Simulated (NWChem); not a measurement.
System: SiH2OCl2; SMILES O[SiH](Cl)Cl

The following NWChem deck was run.

```
start job
memory heap 200 mb stack 900 mb global 1100 mb
geometry units angstroms noautoz
  Si    -0.428864     0.419192     0.000000
  O     -1.897594    -0.311268     0.000000
  Cl     0.662667    -0.124602     1.655909
  Cl     0.662667    -0.124602    -1.655909
  H     -0.659893     1.873375     0.000000
  H     -1.936772    -1.273183     0.000000
end
basis spherical
  * library pcseg-1
end
dft
  xc xtpss03 ctpss03
  iterations 150
  mulliken
end
task dft energy
```

Excerpt of the output:

```
             Northwest Computational Chemistry Package (NWChem) 7.3.0
             --------------------------------------------------------

 CS  symmetry detected

                             Geometry "geometry" -> ""
                             -------------------------

 Output coordinates in angstroms (scale by  1.889725989 to convert to a.u.)

  No.       Tag          Charge          X              Y              Z
 ---- ---------------- ---------- -------------- -------------- --------------
    1 Si                  14.0000    -0.40780290     0.42314953     0.00000000
    2 O                    8.0000    -1.87566057    -0.30906184     0.00000000
    3 Cl                  17.0000     0.68437596    -0.11934211    -1.65590900
    4 Cl                  17.0000     0.68437596    -0.11934211     1.65590900
    5 H                    1.0000    -0.64056628     1.87705593     0.00000000
    6 H                    1.0000    -1.91369117    -1.27102289     0.00000000

 Effective nuclear repulsion energy (a.u.)     278.0977688978

      Symmetry information
      --------------------

 Group name             Cs
 Group number              2
 Group order               2
 No. of unique centers     5

                                 NWChem DFT Module
                                 -----------------

 Summary of "ao basis" -> "ao basis" (spherical)
 ------------------------------------------------------------------------------
       Tag                 Description            Shells   Functions and Types
 ---------------- ------------------------------  ------  ---------------------
 Si                         pcseg-1                  8       18   4s3p1d
 O                          pcseg-1                  6       14   3s2p1d
 Cl                         pcseg-1                  8       18   4s3p1d
 H                          pcseg-1                  3        5   2s1p

      Symmetry analysis of basis
      --------------------------

        a'         49
        a"         29

            General Information
            -------------------
          SCF calculation type: DFT
          Wavefunction type:  closed shell.
          No. of atoms     :     6
          No. of electrons :    58
           Alpha electrons :    29
            Beta electrons :    29
          Charge           :     0
          Spin multiplicity:     1
          Use of symmetry is: on ; symmetry adaption is: on
          Maximum number of iterations: 150
          AO basis - number of functions:    78
                     number of shells:    36
          Convergence on energy requested:  1.00D-06
          Convergence on density requested:  1.00D-05
          Convergence on gradient requested:  5.00D-04

              XC Information
              --------------
                  TPSS metaGGA Exchange Functional  1.000
             TPSS03 metaGGA Correlation Functional  1.000

             Grid Information
             ----------------
          Grid used for XC integration:  medium
          Radial quadrature: Mura-Knowles
          Angular quadrature: Lebedev.
          Tag              B.-S. Rad. Rad. Pts. Rad. Cut. Ang. Pts.
          ---              ---------- --------- --------- ---------
          Si                  1.10       88           9.0       590
          O                   0.60       49           9.0       434
          Cl                  1.00       88          10.0       590
          H                   0.35       45          10.0       434
          Grid pruning is: on
          Number of quadrature shells:   315
          Spatial weights used:  Erf1

      Superposition of Atomic Density Guess
      -------------------------------------

 Sum of atomic energies:       -1283.41701671

      Non-variational initial energy
      ------------------------------

 Total energy =   -1284.478164
 1-e energy   =   -2328.748994
 2-e energy   =     766.173061
 HOMO         =      -0.417510
 LUMO         =       0.046732

      Symmetry analysis of molecular orbitals - initial
      -------------------------------------------------

  Numbering of irreducible representations:

     1 a'          2 a"

  Orbital symmetries:

     1 a'          2 a"          3 a'          4 a'          5 a'
     6 a"          7 a'          8 a"          9 a'         10 a'
    11 a"         12 a"         13 a'         14 a'         15 a'
    16 a"         17 a'         18 a'         19 a"         20 a'
    21 a'         22 a'         23 a"         24 a'         25 a"
    26 a'         27 a"         28 a"         29 a'         30 a'
    31 a'         32 a"         33 a'         34 a'         35 a'
    36 a'         37 a"         38 a'         39 a"

     ---------------------------------------------
      Total Density - Mulliken Population Analysis
     ---------------------------------------------

    Atom       Charge   Shell Charges
 -----------   ------   -------------------------------------------------------
    1 Si  14    12.63   2.00  2.00  0.82  0.16  5.99  1.31  0.11  0.24
    2 O    8     8.83   2.00  0.93  0.82  3.19  1.88  0.01
    3 Cl  17    17.43   2.00  2.00  1.22  0.72  5.99  3.93  1.55  0.01
    4 Cl  17    17.43   2.00  2.00  1.22  0.72  5.99  3.93  1.55  0.01
    5 H    1     1.07   0.71  0.36  0.01
    6 H    1     0.62   0.53  0.04  0.05

   convergence    iter        energy       DeltaE   RMS-Dens  Diis-err
 ---------------- ----- ----------------- --------- --------- ---------
 d= 0,ls=0.0,diis     1  -1286.3879694383 -1.56D+03  2.09D-02  7.07D-01
 d= 0,ls=0.0,diis     2  -1286.2671201107  1.21D-01  1.30D-02  1.83D+00
 d= 0,ls=0.0,diis     3  -1286.4658436503 -1.99D-01  3.06D-03  5.88D-02
 d= 0,ls=0.0,diis     4  -1286.4690137646 -3.17D-03  1.67D-03  1.99D-02
 d= 0,ls=0.0,diis     5  -1286.4717158003 -2.70D-03  1.80D-04  2.08D-04
  Resetting Diis
 d= 0,ls=0.0,diis     6  -1286.4717418090 -2.60D-05  3.83D-05  5.54D-06
 d= 0,ls=0.0,diis     7  -1286.4717425142 -7.05D-07  2.09D-05  6.35D-07
 d= 0,ls=0.0,diis     8  -1286.4717425069  7.31D-09  1.09D-05  7.15D-07
 d= 0,ls=0.0,diis     9  -1286.4717426078 -1.01D-07  1.20D-06  1.87D-08

         Total DFT energy =    -1286.471742607776
      One electron energy =    -2330.929433007494
           Coulomb energy =      853.279783688613
    Exchange-Corr. energy =      -86.919862186691
 Nuclear repulsion energy =      278.097768897796

 Numeric. integr. density =       58.000004051061

                  Occupations of the irreducible representations
                  ----------------------------------------------

                     irrep           alpha         beta
                     --------     --------     --------
                     a'               18.0         18.0
                     a"               11.0         11.0

                       DFT Final Molecular Orbital Analysis
                       ------------------------------------

 Vector   27  Occ=2.000000D+00  E=-3.092323D-01  Symmetry=a'
              MO Center=  3.5D-01,  1.2D-01,  3.8D-13, r^2= 4.2D+00
   Bfn.  Coefficient  Atom+Function         Bfn.  Coefficient  Atom+Function
  ----- ------------  ---------------      ----- ------------  ---------------
    41      0.494789  3 Cl py                59      0.494789  4 Cl py
    44      0.228013  3 Cl py                62      0.228013  4 Cl py
    69     -0.214638  5 H  s                 38     -0.189744  3 Cl py
    56     -0.189744  4 Cl py                70     -0.170171  5 H  s
    22      0.148367  2 O  px                25      0.102287  2 O  px

 Vector   28  Occ=2.000000D+00  E=-3.067228D-01  Symmetry=a"
              MO Center=  4.3D-01, -8.3D-02, -7.1D-13, r^2= 4.2D+00
   Bfn.  Coefficient  Atom+Function         Bfn.  Coefficient  Atom+Function
  ----- ------------  ---------------      ----- ------------  ---------------
    41      0.449450  3 Cl py                59     -0.449450  4 Cl py
    42     -0.276199  3 Cl pz                60     -0.276199  4 Cl pz
    44      0.211871  3 Cl py                62     -0.211871  4 Cl py
    24     -0.200912  2 O  pz                38     -0.172747  3 Cl py
    56      0.172747  4 Cl py                27     -0.143675  2 O  pz

 Vector   29  Occ=2.000000D+00  E=-2.936535D-01  Symmetry=a"
              MO Center=  2.0D-01, -1.5D-01, -6.4D-14, r^2= 4.3D+00
   Bfn.  Coefficient  Atom+Function         Bfn.  Coefficient  Atom+Function
  ----- ------------  ---------------      ----- ------------  ---------------
    40      0.426145  3 Cl px                58     -0.426145  4 Cl px
    24     -0.297408  2 O  pz                42      0.290336  3 Cl pz
    60      0.290336  4 Cl pz                27     -0.223905  2 O  pz
    43      0.197591  3 Cl px                61     -0.197591  4 Cl px
    37     -0.162997  3 Cl px                55      0.162997  4 Cl px

 Vector   30  Occ=0.000000D+00  E=-1.791859D-02  Symmetry=a'
              MO Center= -1.2D-01, -1.4D-01, -5.3D-14, r^2= 4.7D+00
   Bfn.  Coefficient  Atom+Function         Bfn.  Coefficient  Atom+Function
  ----- ------------  ---------------      ----- ------------  ---------------
     4      1.078067  1 Si s                  3      0.640807  1 Si s
    36     -0.430574  3 Cl s                 54     -0.430574  4 Cl s
    45     -0.381735  3 Cl pz                63      0.381735  4 Cl pz
    21     -0.369584  2 O  s                  2     -0.333760  1 Si s
    70     -0.324612  5 H  s                  8      0.309301  1 Si px

[...]
```

Level: TPSS/pcseg-1. Structure relaxed at the PBE0/def2-SVP level.
